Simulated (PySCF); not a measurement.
UHF on V(2+) (vanadium, charge +2)

Configuration: [Ar] 3d3, high-spin 4F determinant. Calculation: PySCF 2.14, in 6-31G* (5s4p2d1f, 34 functions); the non-relativistic Hamiltonian (point nucleus).

| Quantity | Value |
| --- | --- |
| Total energy | -942.087615 hartree |
| One-electron energy | -1280.5485 hartree |
| Hartree (Coulomb) energy | 382.4244 hartree |
| Exchange energy | -43.9636 hartree |
| Kinetic energy | 941.98772 hartree |
| ⟨S²⟩ | 3.7518 |
| ⟨L²⟩ | 12.025 |
| Sum of ⟨r⟩ | 14.27 bohr |
| Sum of ⟨r²⟩ | 16.34 bohr² |
| Density at the nucleus (Gaussians lack the cusp) | 7680 bohr⁻³ |
| Spin density at the nucleus | -0.00793 bohr⁻³ |
| Langevin diamagnetic susceptibility | -12.9 ×10⁻⁶ cm³/mol |
| Time after the integrals | 0.14 s of wall time on 1 thread of Neoverse-N1 (shared host) |

| shell | electrons | mean orbital energy (eV) | rms radius, mean of both spins (bohr) |
| --- | --- | --- | --- |
| 1s α | 1 | -5499.5 | 0.0776 |
| 1s β | 1 | -5499.5 | 0.0776 |
| 2s α | 1 | -667.04 | 0.335 |
| 2s β | 1 | -665.36 | 0.335 |
| 2p α | 3 | -562.33 | 0.304 |
| 2p β | 3 | -560.65 | 0.304 |
| 3s α | 1 | -105.86 | 1.03 |
| 3s β | 1 | -100.02 | 1.03 |
| 3p α | 3 | -75.039 | 1.11 |
| 3p β | 3 | -67.856 | 1.11 |
| 3d α | 3 | -30.227 | 1.42 |
